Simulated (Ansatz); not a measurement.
`C[Si](C)(C)P` + H₂ → trimethylsilane + PH₃  (hydrogenolysis of the Si–P bond)

Computed with Ansatz on PBE0-D4/def2-TZVP structures; ΔE is electronic, products minus reactants. CCSD(T)/CBS adds triple-zeta CCSD(T) − MP2 to the extrapolated MP2 energy (def2 sets, frozen cores). This one scheme is used for every species. DFT in def2-TZVPP. HSE06 is defined as in plane-wave codes. One conformer a species, not always the lowest.

Question: Is it downhill or uphill in electronic energy at CCSD(T)/CBS, and by how much? (Estimate.)

Answer: The calculation gave: Uphill: ΔE = +6.1 kJ/mol.

Question: What do these levels give: LDA (SPW92), PBE0-D4, ωB97M-V, r2SCAN0, HSE06, MP2/CBS(def2)? (Estimate.)

Answer: Computed: LDA (SPW92) 9.2, PBE0-D4 10.0, ωB97M-V 1.8, r2SCAN0 3.0, HSE06 1.0, MP2/CBS(def2) 14.5 kJ/mol.

Largest T1 diagnostic among the species: 0.013.

At CCSD(T), def2-SVP lies −16.9 kJ/mol from the extrapolated value and def2-TZVPP −5.0 kJ/mol. The D4 term adds +16.1 kJ/mol with B3LYP and +9.1 kJ/mol with PBE0; it sums over pairs of atoms, weighted by their polarisabilities, and B3LYP, whose exchange is more repulsive, gets the larger term.

B3LYP here is the variant with VWN-RPA as its local correlation; programs differ in this.
